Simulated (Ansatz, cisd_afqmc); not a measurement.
System: C$_{2}$H$_{3}$Br, charge 0, singlet. C2H3Br (SMILES C=CBr).
B3LYP-D3(BJ)/def2-TZVP minimum from Ansatz (a quantum-chemistry and plane-wave program):
```
C
C 1 1.3193
H 1 1.0797 2 124.39
H 2 1.0811 1 122.60 3 180.00
H 2 1.0831 4 117.94 1 180.00
Br 1 1.9011 3 112.22 2 180.00
```

Total energies in cc-pVDZ, 18 correlated electrons, 16 frozen orbitals. Radicals and triplets start from unrestricted determinants; spin-orbit coupling is neglected. Cores are frozen in correlated methods (noble-gas shells, and filled d and f shells in the p block). No relativity. The Monte Carlo rows (phaseless AFQMC, CISD trial, step 0.005/hartree) carry one-sigma bars that omit the constraint's bias. Outlying blocks are dropped, and bars are widened where a walk drifts. Over all cases where full CI ran beside it in this data, AFQMC minus full CI had a median of +0.1 mEh and passed +0.4 mEh in a tenth of the cases. Spin-orbit terms, left out, reach several kcal/mol for Br and I, and more for heavier atoms.

```json
[
 {"method": "HF", "program": "Ansatz", "energy (Eh)": "-2649.84338", "minus CCSDT(Q) (mEh)": "432.19"},
 {"method": "MP2", "program": "Ansatz", "energy (Eh)": "-2650.22747", "minus CCSDT(Q) (mEh)": "48.11"},
 {"method": "CCSD", "program": "Ansatz", "energy (Eh)": "-2650.26029", "minus CCSDT(Q) (mEh)": "15.28"},
 {"method": "CCSD(T)", "program": "Ansatz", "energy (Eh)": "-2650.27386", "minus CCSDT(Q) (mEh)": "1.72"},
 {"method": "CCSDT(Q)", "program": "Ansatz", "energy (Eh)": "-2650.27557", "minus CCSDT(Q) (mEh)": "0.00"},
 {"method": "AFQMC/CISD", "program": "cisd_afqmc", "energy (Eh)": "-2650.2746 ± 0.0004", "minus CCSDT(Q) (mEh)": "0.9 ± 0.4"}
]
```

Rough core times of Ansatz's runs on a shared machine: CCSD(T) under 20 s, CCSDT(Q) 80 s.
